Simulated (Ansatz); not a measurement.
Mulliken charges of `[O]=[Ta]([F])([F])[F]` from ωB97M-V/def2-TZVPP in Ansatz (PBE0-D4/def2-TZVP geometry).

```
atom   x (Å)   y (Å)   z (Å)  charge (e)
  O1  -0.721  -0.082   1.531      -0.415
 Ta2   0.010  -0.015  -0.009       1.362
  F3   1.538  -1.087   0.041      -0.316
  F4  -1.225  -0.658  -1.252      -0.316
  F5   0.447   1.767  -0.353      -0.316
```

Problem. By hand: the dipole of these point charges (1 e Å = 4.8032 D).

Solution. Σ q r = (0.073, 0.007, -0.153) e Å, of length 0.170 e Å = 0.82 D.

Problem. How does the dipole of the full density compare? (Best estimate.)

Solution. Computed: (0.171, 0.016, -0.359) e Å, 1.91 D; the point charges give 0.43 times that, at 0° from its direction.

Point charges leave out the atoms' own dipoles, such as those of lone pairs, and Mulliken's split depends on the basis, so the two needn't agree.
